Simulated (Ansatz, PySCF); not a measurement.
Here is a job for Ansatz (an electronic-structure program).
Ansatz 0.2 input:
```yaml
crystal:
  periodic: [false, false, false]
  atoms:
    - {symbol: Pb, position_ang: [-0.00000000, -0.00000000, -0.43472468]}
    - {symbol: Cl, position_ang: [0.00000000, 0.00000000, 2.09690730]}
basis:
  gaussian:
    orbitals: def2-TZVP
hamiltonian:
  xc: cam_b3lyp
magnetization: {spin_polarized: true, initial_magnetization: 1}
accuracy: high
```

Question: Convert this to an input for PySCF.

Answer: This is not unique; one that fits is 
```python
from pyscf import gto, scf, dft

mol = gto.Mole()
mol.atom = '''
    Pb   -0.000000   -0.000000   -0.434725
    Cl    0.000000    0.000000    2.096907
'''
mol.basis = 'def2-tzvp'
mol.ecp = {'Pb': 'def2-tzvp'}
mol.charge = 0
mol.spin = 1
mol.verbose = 3
mol.build()

mf = dft.UKS(mol)
mf.xc = 'camb3lyp'
mf.grids.atom_grid = (99, 590)
mf.grids.prune = None
mf.kernel()
```

Both were run: Ansatz gave -653.106610 Eh and PySCF -653.106611 Eh, 0.001 mEh apart.
